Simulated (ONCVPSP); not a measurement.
# Which change was made? (Sn, ONCV)

tin (Sn), optimised norm-conserving Vanderbilt (ONCV), made with ONCVPSP 4.0.1 (PBEsol, scalar-relativistic). Core [Kr] 4d10, reference 5s2 5p2. Waves: 5s: rc 2.20 bohr, ncon 4, nbas 8, qcut 2.5 1/bohr, 1 projector; 5p: rc 2.85 bohr, ncon 3, nbas 6, qcut 3.5 1/bohr, 3 projectors, debl 0.4 Ha. Local part: polynomial inside 2.10 bohr (lpopt 5, dvloc0 0 Ha). Core correction: polynomial model core, fcfact 0.55.

Cutoffs, loose and tight: the cutoffs (Ha) at which the residual kinetic energy of the hardest occupied pseudo-wave falls to 1 and 0.1 mHa per electron. They do not see the model core or the augmentation charge, which bear on the density cutoff. Test errors are all-electron minus pseudo excitation energies from the reference, over the configurations 5s2 5p1; 5s2 5p0; 5s1 5p0; 5s1 5p3; variants that change the core or the reference have their own tests.

The base gives: outcome: generated; cutoff, loose: 27 Ha; cutoff, tight: 36 Ha; bound ghosts: none; GHOST(+) flags above zero: s; largest test error (meV): -373.

Question: After one change the result is: outcome: generated; cutoff, loose: 20 Ha; cutoff, tight: 35 Ha; bound ghosts: none; GHOST(+) flags above zero: s; largest test error (meV): -378. Which change was it?
A. s: qcut 3.7
B. s: qcut 2.7
C. s: qcut 3.3

Answer: B. The others give: s: qcut 3.3 → outcome: generated; cutoff, loose: 5.9 Ha; cutoff, tight: 29 Ha; bound ghosts: none; GHOST(+) flags above zero: s; largest test error (meV): -392 | s: qcut 3.7 → outcome: failed: ERROR pspot: first pseudo wave function has node, program will stop.
